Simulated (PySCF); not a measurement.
Static polarisabilities and like-pair C6 coefficients by linear response at PBE0/def2-SVPD (PySCF, frozen core in the response, non-relativistic, gas phase), PBE0-D3(BJ)/def2-SVP geometries, one conformer each; atomic units unless stated. Spin–orbit coupling is left out although an atom past zinc is present.

| species | electrons | α |
| --- | --- | --- |
| `[BH3-][N+]#CCCF` | 46 | 68.5 |
| `[H]/N=C/[SiH2][AsH2]` | 66 | 82.1 |
| `C=CC/C(=C\Cl)CC` | 70 | 102.0 |
| `FC#CF` | 30 | 23.5 |
| `C[C@@H]1[C@@H]2C[C@H]1[C@H](Cl)C2` | 70 | 91.1 |

Estimate each like-pair C6, largest first.

| species | C6 | ω̄ = 4·C6/(3α²) (eV) |
| --- | --- | --- |
| `C=CC/C(=C\Cl)CC` | 4101 | 14.3 |
| `C[C@@H]1[C@@H]2C[C@H]1[C@H](Cl)C2` | 3658 | 16.0 |
| `[H]/N=C/[SiH2][AsH2]` | 2215 | 11.9 |
| `[BH3-][N+]#CCCF` | 1776 | 13.7 |
| `FC#CF` | 267.2 | 17.6 |

The order is that of α. London's effective excitation energy ω̄ runs from 11.9 to 17.6 eV here.
